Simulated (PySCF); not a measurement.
One of the candidates below gave these computed data.

All candidates are C6H10OSi.

| technique | computed result |
| --- | --- |
| 13C NMR | chemical shifts (computed TMS as zero) by class: 176.0 (1 C), 161.5 (1 C), 97.6 (1 C), 93.0 (1 C), 38.6 (1 C), 16.8 (1 C) ppm [GIAO PBE0/pcSseg-1] |
| Rotational structure | rotational constants A, B, C: 3.342, 1.190, 0.953 GHz [GFN2-xTB] |
| Dipole | 0.74 D [CAM-B3LYP/def2-SVPD] |
| UV, first state | lowest singlet excitation: 5.51 eV (225 nm, f = 0.021) [TDDFT CAM-B3LYP/def2-SVPD] |
| NMR, other nuclei | isotropic shieldings of nuclei other than C and H, by class: 120 (1 O), 431 (1 Si) ppm [GIAO PBE0/pcSseg-1] |
| UV, strongest line | among the 8 lowest singlet transitions: S7 at 7.39 eV (168 nm, f = 0.356) [TDDFT CAM-B3LYP/def2-SVPD] |

The electronic properties come from PySCF, for the isolated species, density fitting. Levels stand in brackets. One conformer (not necessarily the lowest) at the GFN2-xTB geometry, without solvent, vibrations or thermal averaging. NMR classes are plain means over equivalent atoms (diastereotopic ones count apart unless rotation or inversion swaps them), as if these changed places fast.

Question: Which candidate is it?
A. `C=CC[Si@H](O)C#CC`
B. `CCC1=C[SiH2]C=CO1`
C. `C=C/C=C/C(=C)O[SiH3]`
D. `C#CC[C@H]1CCO[SiH2]1`

Answer: B. It is `CCC1=C[SiH2]C=CO1`. Numbering: `[CH3:1][CH2:2][C:3]1=[CH:4][SiH2:5][CH:6]=[CH:7][O:8]1`. Its formula, C6H10OSi, gives 3 degrees of unsaturation: 1 ring and 2 π bonds in the structure found. 6 carbons fall into 6 classes; from least to most shielded: vinylic carbon bearing oxygen [C3] (176.0 ppm), vinylic carbon bearing oxygen [C7] (161.5 ppm), alkene CH carbon [C6] (97.6 ppm), alkene CH carbon [C4] (93.0 ppm), allylic carbon [C2] (38.6 ppm), methyl carbon [C1] (16.8 ppm). The other shieldings belong to: 120 ppm, cyclic ether oxygen [O8]; 431 ppm, SiH2 silicon [Si5]. The optimised geometry has point group C1 and is an asymmetric top.

The others, at the same levels:
- `C=C/C=C/C(=C)O[SiH3]` fails: its computed 13C shifts are 164.6 (1 C), 144.8 (1 C), 140.2 (1 C), 136.6 (1 C), 127.1 (1 C), 97.3 (1 C) ppm, lowest singlet excitation is 4.93 eV (251 nm, f = 0.994) (against 5.51 eV) and rotational constant A is 3.503 GHz (against 3.342 GHz).
- `C=CC[Si@H](O)C#CC` fails: its computed 13C shifts are 143.2 (1 C), 119.3 (1 C), 110.5 (1 C), 87.5 (1 C), 30.7 (1 C), 5.7 (1 C) ppm, lowest singlet excitation is 5.95 eV (208 nm, f = 0.004) (against 5.51 eV) and strongest line among the 8 lowest singlet transitions is S5 at 6.76 eV (183 nm, f = 0.338) (against S7 at 7.39 eV).
- `C#CC[C@H]1CCO[SiH2]1` fails: its computed 13C shifts are 90.1 (1 C), 75.4 (1 C), 72.5 (1 C), 37.8 (1 C), 29.9 (1 C), 22.2 (1 C) ppm, lowest singlet excitation is 6.65 eV (186 nm, f = 0.000) (against 5.51 eV) and rotational constant A is 3.867 GHz (against 3.342 GHz).

Each candidate is one conformer, not necessarily the lowest. Dipoles, sizes and rotational constants follow the conformer. The torsions of the flexible species, by atom-mapped SMILES:
- `[CH3:1][CH2:2][C:3]1=[CH:4][SiH2:5][CH:6]=[CH:7][O:8]1`: C1–C2–C3–C4 106°
- `[CH2:1]=[CH:2]/[CH:3]=[CH:4]/[C:5](=[CH2:6])[O:7][SiH3:8]`: C1–C2–C3–C4 179°, C3–C4–C5–C6 178°, C4–C5–O7–Si8 -178°
- `[CH2:1]=[CH:2][CH2:3][Si@H:4]([OH:5])[C:6]#[C:7][CH3:8]`: C1–C2–C3–Si4 -101°, C2–C3–Si4–O5 56°, H–O5–Si4–C3 -42°

The conformers of `C#CC[C@H]1CCO[SiH2]1` aren't listed.
